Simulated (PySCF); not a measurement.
IrO4, SMILES [O]=[Ir+](=[O])(=[O])=[O], charge +1, multiplicity 1.

Coordinates come from a PBE0-D3(BJ)/def2-SVP optimisation. The spin state was assumed, not searched. The def2 effective core potentials stand for the cores of Ir; spin–orbit coupling is left out.

Two levels are set side by side: PBE/def2-TZVP (PySCF) and ωB97X/def2-TZVP (PySCF). Same geometry, gas phase. Differences are taken from unrounded values.

| quantity | ωB97X |
|---|---|
| orbital gap (eV) | 9.56 |
| highest occupied level (eV) | -20.05 |
| lowest empty level (eV) | -10.49 |
| mean polarisability (bohr³) | 43.3 |

**Question.** What does PBE give, and how far is it from ωB97X? (Estimate from the structure and the level; the computed values follow.)

**Answer.** 
```tsv
quantity	PBE	PBE minus ωB97X
orbital gap (eV)	3.32	-6.24
highest occupied level (eV)	-16.19	3.86
lowest empty level (eV)	-12.87	-2.38
mean polarisability (bohr³)	42.6	-0.7
```

PBE's occupied levels lie high since its potential decays too fast outside the molecule; exact exchange lowers them and widens the gap. Differences between two approximate levels are no errors against the true value.

Rough cost on one machine, each run with all the roots and properties that it gave: ωB97X against PBE within a factor of 2.
